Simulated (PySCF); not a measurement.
**Indium: a sound run and one with changed settings**

Sound run: In [Kr] 4d10 5s2 5p1, In⁺ [Kr] 4d10 5s2. Calculation: PySCF 2.14, in aug-cc-pVDZ-PP with ECP28MDF; scalar relativity through the core potential. In the sound run the correlated levels freeze 4s2 4p6 4d10 outside the core potential. The sound run starts from symmetry-adapted Hartree-Fock orbitals and uses a fine grid where one is needed.

A second run was set up differently.

```json
{"species": "In", "method": "MP2", "sound run (hartree)": "-189.23129", "changed run (hartree)": "-189.26017", "converged": "yes"}
{"species": "In⁺", "method": "MP2", "sound run (hartree)": "-189.03525", "changed run (hartree)": "-189.06202", "converged": "yes"}
```

Ionisation energy of In:

| method | sound run (eV) | changed run (eV) |
| --- | --- | --- |
| UHF | 5.203 | 5.203 |
| MP2 | 5.335 | 5.392 |
| SCS-MP2 | 5.313 | 5.342 |

Q: What was changed?
A. a valence shell is frozen
B. too few SCF iterations
C. all electrons correlated in a valence basis
D. minimal basis

A: C. A valence basis has no tight correlating functions, so it recovers only part of the core correlation, and not evenly between atom and ion.
